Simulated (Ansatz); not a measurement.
Basis sets compared for H5Au3 (the lowest singlet isomer of a short search). Charge 0, multiplicity 1. Geometry r2SCAN-D4/def2-SVP. Ansatz on 4 threads of Arm Neoverse V2 on a shared host; times are rough, and most runs start from earlier orbitals.

Cartesian coordinates in Å:
```
Au 0.038 0.190 1.701
Au -0.733 0.324 -0.872
Au 1.749 -1.014 0.043
H 2.711 -1.472 1.223
H -2.099 1.103 -0.709
H -1.228 0.429 -2.342
H -1.176 0.979 2.289
H 0.737 -0.539 -1.333
```

In the def2 sets Au takes a core potential; there is no spin–orbit coupling. The structure comes from a short search, and lower isomers may exist.

Binding counts from free atoms (Au doublet, H doublet) in the same basis, without a counterpoise term.

```
                            level  functions  energy (Eh)  HOMO (eV)  LUMO (eV)  binding per atom (eV)  wall time
                  PBE-D4/def2-SVP        121    -410.3096      -6.84      -3.73                   2.03      1.1 s
                 PBE-D4/def2-TZVP        150    -410.3482      -6.86      -3.79                   2.08      1.4 s
r2SCAN-D4/def2-TZVP (with forces)        150    -410.4076      -7.09      -3.71                   2.15      3.4 s
                 PBE0-D4/def2-SVP        121    -410.1564      -7.80      -3.10                   1.92      1.4 s
                PBE0-D4/def2-TZVP        150    -410.1950      -7.82      -3.14                   1.98      1.8 s
```

Estimate the rows for PBE-D4/def2-TZVPD, r2SCAN-D4/def2-TZVPD, PBE0-D4/def2-TZVPD.


```tsv
level	functions	energy (Eh)	HOMO (eV)	LUMO (eV)	binding per atom (eV)	wall time
PBE-D4/def2-TZVPD	174	-410.3532	-6.83	-3.79	2.10	1.8 s
r2SCAN-D4/def2-TZVPD	174	-410.4129	-7.05	-3.70	2.16	3.7 s
PBE0-D4/def2-TZVPD	174	-410.2007	-7.80	-3.13	2.00	2.2 s
```
